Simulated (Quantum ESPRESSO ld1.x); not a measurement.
Species: K3+. Configuration: [Ne] 3s2 3p4. Method: scalar-relativistic Kohn-Sham, PW91, spin-unpolarised, spherical densities, point nucleus; computed with ld1.x of Quantum ESPRESSO 7.5. Some entries of the table are withheld. Estimate them.

| orbital | occ. | eigenvalue (hartree) | <1/r> (bohr^-1) | r(max) (bohr) |
|---|---|---|---|---|
| 1s | 2 | -131.1015 | 18.72 | 0.053 |
| 2s | 2 | -14.5550 | (1) | 0.318 |
| 2p | 6 | -11.8734 | 3.708 | 0.263 |
| 3s | 2 | (2) | 1.162 | 1.05 |
| 3p | 4 | -2.0165 | 1.052 | (3) |

Answer. 
(1) 2s <1/r> (bohr^-1): 3.803
(2) 3s eigenvalue (hartree): -2.6631
(3) 3p r(max) (bohr): 1.10
